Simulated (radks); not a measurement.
Values are calculated unless marked as measured or tabulated.
Q: Neutral mercury, 80 electrons, occupied as [Kr] 4d10 4f14 5s2 5p5.75 5d10 6s2 6p0.25 (fractional occupations, a model configuration). Code: a radial shooting solver on a logarithmic mesh with Libxc functionals. Model: Dirac Kohn-Sham, PBE, spin-unpolarised, spherical densities, finite nucleus; open shells are shared between the two j in proportion to 2j + 1; Fermi nuclear charge, rms radius 5.4648 fm. Some entries of the table are withheld. Estimate them.

orbital       occ.  eigenvalue (hartree)  r(max) (bohr)
1s1/2            2                   (1)        0.01022
2s1/2            2             -540.2398            (2)
2p1/2            2             -518.5012        0.04362
2p3/2            4             -446.9288        0.05111
3s1/2            2             -128.2473         0.1670
3p1/2            2                   (3)         0.1558
3p3/2            4                   (4)         0.1709
3d3/2            4                   (5)         0.1330
3d5/2            6                   (6)         0.1372
4s1/2            2             -28.25568         0.3763
4p1/2            2             -24.03319         0.3742
4p3/2            4             -20.20540         0.4053
4d3/2            4             -13.28974         0.3976
4d5/2            6             -12.57597         0.4071
5s1/2            2              -4.39724         0.8284
4f5/2            6              -3.67732         0.3643
4f7/2            8              -3.52316         0.3689
5p1/2      1.91667              -3.00140         0.8727
5p3/2      3.83333              -2.32699         0.9515
5d3/2            4              -0.45534            (7)
5d5/2            6              -0.38608            (8)
6s1/2            2              -0.27616          2.180
6p1/2    0.0833333              -0.07363          2.853
6p3/2     0.166667              -0.04695          3.379

A: 
(1) 1s1/2 eigenvalue (hartree): -3050.135
(2) 2s1/2 r(max) (bohr): 0.05937
(3) 3p1/2 eigenvalue (hartree): -118.4165
(4) 3p3/2 eigenvalue (hartree): -102.5634
(5) 3d3/2 eigenvalue (hartree): -86.22654
(6) 3d5/2 eigenvalue (hartree): -82.82941
(7) 5d3/2 r(max) (bohr): 1.138
(8) 5d5/2 r(max) (bohr): 1.175
